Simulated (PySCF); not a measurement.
## Vertical excitation energies

C6H8O2.
Geometry (GFN2-xTB, Å), atoms numbered from 1 in this order:
```
atom  x, y, z in Å
C1    -3.439   -1.409    0.651
C2    -2.351   -0.767    1.065
C3    -1.191   -0.549    0.237
C4    -0.108    0.098    0.667
O5     0.976    0.287   -0.153
C6     2.050    0.944    0.334
C7     3.122    1.037   -0.716
O8     2.119    1.379    1.451
H9    -3.512   -1.809   -0.347
H10   -4.291   -1.558    1.291
H11   -2.297   -0.373    2.071
H12   -1.215   -0.931   -0.774
H13   -0.008    0.508    1.664
H14    3.502    0.040   -0.927
H15    2.703    1.443   -1.633
H16    3.930    1.668   -0.357
```

The calculation used PySCF 2.14.0, density-fitted response routines, TDDFT PBE0/def2-SVPD, vertical, gas phase, core orbitals frozen in the response.

```csv
state,λ (nm),E (eV),f,"main configurations (H = HOMO, L = LUMO)"
S1,237.0,5.23,0.787,H→L (92%)
S2,219.3,5.65,0.0007,"H-1→L (75%), H-1→L+1 (24%)"
S3,198.3,6.25,0.156,H→L+1 (89%)
S4,193.1,6.42,0.0023,"H→L+2 (88%), H→L+3 (9%)"
S5,183.9,6.74,0.0004,"H→L+4 (82%), H→L+3 (14%)"
S6,183.2,6.77,0.017,"H→L+3 (75%), H→L+4 (16%)"
```

Triplets, Tamm–Dancoff:

```csv
state,E (eV),λ (nm),"main configurations (H = HOMO, L = LUMO)"
T1,3.05,406.5,H→L (89%)
T2,4.98,249.0,"H-2→L (34%), H→L+1 (29%), H→L+5 (27%)"
```

The lowest singlet comes at 237 nm (505 kJ/mol) in the ultraviolet; it is strong; its leading configuration is HOMO→LUMO (92%). The lowest level is also the most intense of those listed (f = 0.787). Löwdin shares by element: HOMO carbon 77% or more (atoms not listed hold the other 23%); LUMO carbon 62% or more (atoms not listed hold the other 38%). Of the 6 states listed, 3 reach f = 0.01 and 1 stays under 0.0005. Orbital energies (eV): HOMO-3 -10.18, HOMO-2 -9.21, HOMO-1 -8.42, HOMO -6.62, LUMO -1.08, LUMO+1 0.29, LUMO+2 0.70. The listed states span 1.54 eV, and the widest gap between neighbours is 0.60 eV (S2 to S3). The window holds the lowest 6 singlets.

One conformer stands for the species.
